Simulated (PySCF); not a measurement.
Species: C7H12N (doublet state).
Z-matrix (Å and degrees, GFN2-xTB geometry), rows numbered from 1:
```
C 
C   1  1.4710
C   2  1.5535  1  110.95
N   3  1.4467  2  114.46  1   -66.56
C   2  1.5267  1  113.37  3   121.88
C   5  1.3329  2  121.53  1   -24.92
C   5  1.4564  2  118.66  1   156.63
C   7  1.3280  5  127.58  2    -1.05
H   1  1.0737  2  120.70  3   -32.28
H   1  1.0726  2  120.64  3   152.73
H   2  1.0984  1  108.69  3  -119.72
H   3  1.0924  2  109.62  1   172.05
H   3  1.0930  2  108.64  1    54.14
H   4  1.0151  3  110.07  2    57.20
H   4  1.0149  3  110.50  2   -61.45
H   6  1.0756  5  121.99  2     1.79
H   6  1.0775  5  121.48  2  -178.44
H   7  1.0838  5  113.83  2   178.93
H   8  1.0767  7  121.05  5   179.72
H   8  1.0767  7  123.39  5    -0.23
```

The hyperfine couplings belong to this conformer and change with its torsions.

Identity: `[CH2][C@@H](CN)C(=C)C=C` [radical].

Method used: UKS B3LYP, pcH-1 on C H N, non-relativistic, mean-field spin-orbit, GIAO in PySCF. Geometry: GFN2-xTB, one conformer, isolated molecule. A GFN2-xTB geometry isn't a minimum of the functional, and hyperfine couplings can be far from their values at a DFT geometry. No stability test was run, so a lower SCF solution isn't excluded.

Problem. Match the computed a_iso(13C) values +90.3, +73.0, -30.8, +13.0, +4.8, +1.3 MHz with the sites C1; C2; C3; C5; C6; C7.

Solution. 
```json
{"site": "C1", "a_iso (MHz)": "+90.3", "ρ(0) (bohr⁻³)": "+0.0803", "position": "largest spin population", "distance from C1 (Å)": "0.00", "spin population": "+1.08", "largest |T| (MHz)": "162.5"}
{"site": "C2", "a_iso (MHz)": "-30.8", "ρ(0) (bohr⁻³)": "-0.0274", "position": "1 bond from C1", "distance from C1 (Å)": "1.47", "spin population": "-0.08", "largest |T| (MHz)": "2.3"}
{"site": "C3", "a_iso (MHz)": "+13.0", "ρ(0) (bohr⁻³)": "+0.0116", "position": "2 bonds from C1", "distance from C1 (Å)": "2.49", "spin population": "+0.01", "largest |T| (MHz)": "3.6"}
{"site": "C5", "a_iso (MHz)": "+73.0", "ρ(0) (bohr⁻³)": "+0.0649", "position": "2 bonds from C1", "distance from C1 (Å)": "2.51", "spin population": "+0.05", "largest |T| (MHz)": "12.0"}
{"site": "C6", "a_iso (MHz)": "+4.8", "ρ(0) (bohr⁻³)": "+0.0043", "position": "3 bonds from C1", "distance from C1 (Å)": "2.87", "spin population": "0.00", "largest |T| (MHz)": "3.2"}
{"site": "C7", "a_iso (MHz)": "+1.3", "ρ(0) (bohr⁻³)": "+0.0012", "position": "3 bonds from C1", "distance from C1 (Å)": "3.81", "spin population": "0.00", "largest |T| (MHz)": "1.7"}
```

ρ(0) is the spin density at the nucleus and T the dipolar tensor; entries for several nuclei are means. The largest Mulliken spin populations are on C1 (+1.08) and C2 (-0.08). C1 is the only atom above +0.15. The angles at C1 add up to 359.8°, so it is planar; its axial dipolar tensor and the negative couplings of its protons fit spin in a p orbital normal to that plane.

Class means assume fast exchange of nuclei equivalent by connectivity; if that motion is slow, each nucleus keeps its own coupling.
